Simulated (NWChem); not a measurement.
# C4H7Cl; SMILES C/C=C(\C)Cl

```xyz
12

C      0.4369    -2.4048     0.0000
C      0.7334    -0.9312     0.0000
C     -0.1618     0.0602     0.0000
C     -1.6592    -0.0107     0.0000
Cl     0.4395     1.7358     0.0000
H      0.8814    -2.8867     0.8809
H     -0.6327    -2.6288     0.0000
H      0.8814    -2.8867    -0.8809
H      1.7872    -0.6612     0.0000
H     -2.0709     0.4927     0.8827
H     -2.0709     0.4927    -0.8827
H     -2.0070    -1.0468     0.0000
```
Atoms are numbered in this order, from 1.

Computed with NWChem. Coordinates come from a B3LYP/6-31G* (spherical d) optimisation. Level: M06-2X/def2-SVP with SMD (1 M gas to 1 M solution), gas-phase geometry.

**Question.** Among these, which solvent gives the highest value of “cavity-dispersion-structure term (kcal/mol)”?
A. 2-propanol
B. 1,4-dioxane
C. water
D. cyclohexane

**Answer.** C, water. Values: cyclohexane -2.2; 2-propanol -1.2; 1,4-dioxane -0.9; water 3.2
